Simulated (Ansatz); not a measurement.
Ansatz results at the PBE0-D4/def2-TZVP geometry: size of the dipole moment (B3LYP/def2-TZVPP) 3.48 D; zero-point energy (PBE0-D4/def2-TZVP) 93.0 kJ/mol; size of the dipole moment (PBE/def2-TZVPP) 3.29 D.

Task: Which molecule gave them?
A. `[CH3][In][Cl]`•
B. `S[SiH]Cl`•
C. `[Cl][GeH][GeH3]`•
D. `CC[Te]`•

Result: A. The others give `[Cl][GeH][GeH3]`•: 1.99, 83.3, 1.84; `CC[Te]`•: 1.42, 169.1, 1.45; `S[SiH]Cl`•: 1.74, 49.8, 1.63.

B3LYP here is the variant with VWN-RPA as its local correlation; programs differ in this.
